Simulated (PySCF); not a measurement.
## UHF on Sn⁺ (tin, charge +1)

Configuration: [Kr] 4d10 5s2 5p1, 2P determinant. Calculation: PySCF 2.14, in cc-pVTZ-PP with ECP28MDF; scalar relativity through the core potential.

```
Total energy                                                  : -213.088256 hartree
One-electron energy                                           : -369.7463 hartree
Hartree (Coulomb) energy                                      : 173.5872 hartree
Exchange energy                                               : -16.9292 hartree
⟨S²⟩                                                          : 0.7606
⟨L²⟩                                                          : 2.032
Sum of ⟨r⟩                                                    : 25.69 bohr
Sum of ⟨r²⟩                                                   : 43.54 bohr²
Traceless quadrupole moment −½Σ⟨3z² − r²⟩ along its main axis : -4.11 e·bohr²
Time after the integrals                                      : 0.13 s of wall time on 1 thread of AMD EPYC 7B13 (shared host)
```

```json
{"shell": "4s α", "electrons": "1", "mean orbital energy (eV)": "-167.52", "spread (eV)": "0", "rms radius, mean of both spins (bohr)": "0.879"}
{"shell": "4s β", "electrons": "1", "mean orbital energy (eV)": "-167.41", "spread (eV)": "0", "rms radius, mean of both spins (bohr)": "0.879"}
{"shell": "4p α", "electrons": "3", "mean orbital energy (eV)": "-118.13", "spread (eV)": "0.131", "rms radius, mean of both spins (bohr)": "0.953"}
{"shell": "4p β", "electrons": "3", "mean orbital energy (eV)": "-118.03", "spread (eV)": "0.519", "rms radius, mean of both spins (bohr)": "0.953"}
{"shell": "4d α", "electrons": "5", "mean orbital energy (eV)": "-43.682", "spread (eV)": "0.367", "rms radius, mean of both spins (bohr)": "1.17"}
{"shell": "4d β", "electrons": "5", "mean orbital energy (eV)": "-43.577", "spread (eV)": "0.589", "rms radius, mean of both spins (bohr)": "1.17"}
{"shell": "5s α", "electrons": "1", "mean orbital energy (eV)": "-21.907", "spread (eV)": "0", "rms radius, mean of both spins (bohr)": "2.53"}
{"shell": "5s β", "electrons": "1", "mean orbital energy (eV)": "-19.896", "spread (eV)": "0", "rms radius, mean of both spins (bohr)": "2.53"}
{"shell": "5p α", "electrons": "1", "mean orbital energy (eV)": "-14.024", "spread (eV)": "0", "rms radius, mean of both spins (bohr)": "3.15"}
```

Energies and moments cover only the electrons outside the core potential.
